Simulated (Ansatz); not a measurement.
`F[SiH](Cl)[NH][GeH2][Cl]` + HI → `F[SiH](Cl)I` + `[NH2][GeH2][Cl]`  (ligand exchange at the Si–N bond)

Calculated with Ansatz (gas phase, PBE0-D4/def2-TZVP geometries, no zero-point term in ΔE). CCSD(T)/CBS is the MP2 limit (def2-TZVPP, def2-QZVPP) plus CCSD(T) − MP2 in def2-TZVPP, frozen cores. DFT in def2-TZVPP. B3LYP here is the variant with VWN-RPA as its local correlation; programs differ in this. Elements past krypton have def2 core potentials. For Ge, I outer-core shells are correlated without core-valence functions, which leaves a few kJ/mol of doubt a bond. Scalar relativity is left out up to krypton. One conformer a species, not always the lowest.

(1) Is it downhill or uphill in electronic energy at CCSD(T)/CBS, and by how much? (An estimate is asked.)

(2) What do these levels give: PBE-D4, r2SCAN-D4, PBE0-D4, B3LYP-D4, ωB97X-V, ωB97M-V, r2SCAN, B3LYP, CCSD/def2-TZVPP, CCSD(T)/def2-TZVPP, HF/def2-QZVPP, HF/CBS(def2)? (An estimate is asked.)

Largest T1 diagnostic among the species: 0.011.

## Answers

(1) Computed: Nearly level: ΔE = -1.8 kJ/mol.

(2) Computed: PBE-D4 -12.4, r2SCAN-D4 -5.7, PBE0-D4 -7.8, B3LYP-D4 0.8, ωB97X-V 0.5, ωB97M-V 1.1, r2SCAN -7.5, B3LYP -6.3, CCSD/def2-TZVPP 8.3, CCSD(T)/def2-TZVPP 7.4, HF/def2-QZVPP 4.3, HF/CBS(def2) 4.3 kJ/mol.

From PBE to PBE0 (25 % exact exchange), in def2-TZVPP and without D4, ΔE moves by +4.9 kJ/mol. The D4 term adds +7.1 kJ/mol with B3LYP and +4.4 kJ/mol with PBE0; it sums over pairs of atoms, weighted by their polarisabilities, and B3LYP, whose exchange is more repulsive, gets the larger term.
